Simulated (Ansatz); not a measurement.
A nudged elastic band was laid between two geometries of AlClH4OSi (8 atoms, charge 0, multiplicity 1).

These are results of RKS revPBE-D4/def2-SVPD (Ansatz), not measurements.

```yaml
movable_images: 7
climbing_image: yes
spring: 5.0 eV/Å²
optimiser: quadratic models (default)
start_path: through a guess of the saddle point
force_threshold: 0.05 eV/Å
iteration_limit: 60
end_points: relaxed
```

Image 0:

```xyz
8
Properties=species:S:1:pos:R:3
Al 0.427 -0.053 0.035
Cl 0.518 0.012 2.164
H 1.647 0.442 -0.829
O -0.996 -0.652 -0.706
Si -2.554 -1.287 -0.717
H -2.624 -2.502 0.166
H -3.526 -0.252 -0.223
H -2.897 -1.669 -2.128
```

Image 8:

```xyz
8
Properties=species:S:1:pos:R:3
Al -0.092 -0.252 0.142
Cl 3.223 1.098 1.410
H 2.063 0.627 0.964
O -1.602 -0.882 -0.421
Si -3.072 -1.500 -0.963
H -3.353 -2.803 -0.269
H -4.170 -0.522 -0.655
H -3.003 -1.727 -2.447
```

(1) Which bonds break or form, and what moves?

(2) What energy profile does the band end with?

(3) What is the geometry of the highest image?

(4) What are the harmonic wavenumbers there?

Answers

(1) Bonds broken: Al1–Cl2, Al1–H3. Bonds formed: Cl2–H3. AlClH4OSi becomes AlH3OSi + ClH.

(2) The forces met the threshold. The highest image is number 3 of 0 to 8, 2.57 eV above the first end and 0.70 eV above the last; the last end lies 1.88 eV above the first. A vibrational analysis at the climbing image gives one clearly imaginary mode, 879i cm⁻¹: a first-order saddle point. The orbitals stay closed-shell, which can raise the energy where a bond breaks towards radicals; this wasn't checked here.

| image | path coordinate (Å) | energy (eV) | Al1–Cl2 (Å) | Al1–H3 (Å) | Cl2–H3 (Å) |
| --- | --- | --- | --- | --- | --- |
| 0 | 0.00 | 0.00 | 2.13 | 1.58 | 3.23 |
| 1 | 0.58 | 0.22 | 2.14 | 1.57 | 2.84 |
| 2 | 1.17 | 1.40 | 2.27 | 1.57 | 2.25 |
| 3 | 1.75 | 2.57 | 2.63 | 1.70 | 1.73 |
| 4 | 2.51 | 1.98 | 3.33 | 2.26 | 1.34 |
| 5 | 3.28 | 1.93 | 3.67 | 2.41 | 1.33 |
| 6 | 4.04 | 1.91 | 3.74 | 2.43 | 1.33 |
| 7 | 4.80 | 1.89 | 3.78 | 2.45 | 1.33 |
| 8 | 5.57 | 1.88 | 3.80 | 2.47 | 1.33 |

(3) 
```xyz
8
Properties=species:S:1:pos:R:3
Al 0.393 0.011 -0.604
Cl 1.249 0.106 1.880
H 1.760 0.509 0.280
O -1.176 -0.659 -0.707
Si -2.720 -1.335 -0.757
H -2.796 -2.479 0.212
H -3.727 -0.283 -0.391
H -2.989 -1.831 -2.150
```

(4) 879i, 6i, 40, 101, 120, 328, 354, 517, 693, 696, 918, 920, 934, 1056, 1458, 2169, 2177, 2182 cm⁻¹.

Run time: 3.5 min on 4 threads of Arm Neoverse V1 (shared host), peak memory 0.18 GiB.
